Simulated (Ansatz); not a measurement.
C2H9GeN can be A, `NC[CH2][GeH3]`, or B, `C[CH2][GeH2][NH2]`.

Gas-phase electronic energies from Ansatz, PBE0-D4/def2-TZVP geometries. CCSD(T)/CBS adds triple-zeta CCSD(T) − MP2 to the extrapolated MP2 energy (def2 sets, frozen cores). Functionals use def2-TZVPP. B3LYP here is the variant with VWN-RPA as its local correlation; programs differ in this. For Ge outer-core shells are correlated without core-valence functions, which leaves a few kJ/mol of doubt a bond. Scalar relativity is left out up to krypton. Each species was taken in one conformer, which may not be the lowest.

(1) Which is lower in electronic energy at CCSD(T)/CBS, and by how much? (Estimate.)

(2) Give E(B) − E(A) in kJ/mol with PBE-D4, PBE0-D4, B2PLYP, B3LYP-D4, ωB97M-V, B3LYP, r2SCAN-D4. (An estimate is asked.)

Largest T1 diagnostic: 0.010.

Answers

(1) Ansatz gave: B, by 73.9 kJ/mol.

(2) The calculation gave: PBE-D4 -68.3, PBE0-D4 -69.1, B2PLYP -74.9, B3LYP-D4 -72.4, ωB97M-V -72.3, B3LYP -71.3, r2SCAN-D4 -73.0. None reverses the order clearly.
